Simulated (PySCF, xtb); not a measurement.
CF2, SMILES F[C]F (connectivity only; charge and spin as stated), neutral, multiplicity 1. Atoms are numbered in the order given.

```xyz
3

F      0.0000    -1.0324     0.1990
C      0.0000     0.0000    -0.5969
F      0.0000     1.0324     0.1990
```

Geometry: B3LYP-D3(BJ)/def2-TZVP. The isomer is the one that the SMILES or the coordinates give; other isomers of the formula were not compared.

Method: C-PCM-B3LYP/def2-SVP in PySCF 2.14.0.

The values are the electrostatic part of the solvation free energy, E(continuum) − E(gas) at the gas-phase geometry, in a cavity of scaled van der Waals radii (PySCF's table); cavitation and dispersion terms are not included. In vacuum the orbital gap is 5.84 eV. The dipole moment in vacuum is 0.76 D.

```csv
solvent,ε,ΔG(elec) (kcal/mol),dipole (D),gap (eV)
water,78.36,-1.3,0.85,5.96
diethylether,4.24,-1.0,0.83,5.93
ethylethanoate,5.99,-1.1,0.84,5.94
```

For comparison, GFN2-xTB/ALPB(water) (xtb, at the GFN2-xTB geometry, all terms of that model) gives 1.7 kcal/mol.
